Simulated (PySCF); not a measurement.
An element was calculated at r2SCAN (PySCF 2.14, spin-free X2C, a triple-zeta basis, no spin-orbit coupling), in the ground configurations that NIST lists.

- first ionisation energy: 10.113 eV
- second ionisation energy: 18.685 eV
- third ionisation energy: 28.228 eV

Which element is it?

Arsenic (As, Z = 33), in x2c-TZVPPall. NIST lists 9.789, 18.589, 28.349 ± 0.012 eV for these ionisation energies.
